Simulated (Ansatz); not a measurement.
Ansatz results at the PBE0-D4/def2-TZVP geometry: LUMO energy (ωB97M-V/def2-TZVPP) 1.24 eV; HOMO energy (PBE/def2-TZVPP) -5.94 eV; HOMO energy (PBE0/def2-TZVPP) -7.26 eV.

Each molecule was computed in one conformer, which needn't be the lowest.

Question: Which molecule gave them?
A. `[SiH3][SiH2][InH2]`
B. `C[SiH](F)[SiH2]N`
C. `CN([SiH3])[SiH2]F`
D. `ClB[SiH]1C[SiH2]1`

Answer: B. The others give `[SiH3][SiH2][InH2]`: -0.69, -6.28, -7.25; `CN([SiH3])[SiH2]F`: 1.87, -6.27, -7.59; `ClB[SiH]1C[SiH2]1`: -0.26, -5.76, -6.65.
